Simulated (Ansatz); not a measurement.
`C[CH2][InH][SH]` + H₂ → `[SH][InH2]` + ethane at 600 K and 1 bar (hydrogenolysis of the In–C bond).

Calculated with Ansatz (gas phase, PBE0-D4/def2-TZVP geometries, no zero-point term in ΔE). CBS: MP2 limit from def2 TZ/QZ plus the TZ coupled-cluster correction, frozen cores. This one scheme is used for every species. def2 core potentials past Kr. For In outer-core shells are correlated without core-valence functions, which leaves a few kJ/mol of doubt a bond. Each species was taken in one conformer, which may not be the lowest.

```tsv
species	CCSD(T)/CBS energy (Eh)	H − E (kJ/mol)	S (J/(mol·K))
`C[CH2][InH][SH]`	-667.92823	273.4	461.0
H₂	-1.17544	43.9	150.8
`[SH][InH2]`	-589.39884	92.2	342.5
`CC`	-79.71954	228.8	274.9
```

H − E and S are ideal-gas, rigid-rotor, harmonic terms from PBE0-D4/def2-TZVP, for one conformer and one mirror image of each species. For small species the MP2-based limit differs from directly extrapolated CCSD(T) by up to some mEh (0.8 for H₂); such offsets cancel only in part. 1 Eh = 2625.50 kJ/mol, R = 8.31446 J/(mol·K).

Task: By hand: ΔE, ΔH, ΔS and ΔG.

Result: ΔE = (-589.39884) + (-79.71954) − (-667.92823) − (-1.17544) = -0.01471 Eh = -38.6 kJ/mol. Δ(H − E) = 92.2 + 228.8 − 273.4 − 43.9 = 3.7, so ΔH = -34.9 kJ/mol. ΔS = 342.5 + 274.9 − 461.0 − 150.8 = 5.6 J/(mol·K). ΔG = -34.9 − 600 × (5.6)/1000 = -38.3 kJ/mol.

Task: By hand: the equilibrium constant, and the temperature at which ΔG would vanish if ΔH and ΔS stayed fixed.

Result: log₁₀ K = −ΔG/(RT ln 10) = 3.3. ΔH and −TΔS have one sign here, so there is no such temperature. One of them is within its doubt of zero, so this could turn.

The number of gas molecules stays the same, so ΔS is small and ΔH decides. A doubt of 5 kJ/mol in ΔE shifts log₁₀ K by 0.4 here. Other conformers and mirror images would add mixing entropy, several J/(mol·K) or more a flexible species. Modes under 60 cm⁻¹, often nearly free rotors, make the harmonic entropy too high. These are equilibria of isolated gas molecules and say nothing of rates. Largest T1 diagnostic: 0.014 (customary marks: 0.02 for closed shells, 0.045 for open ones).
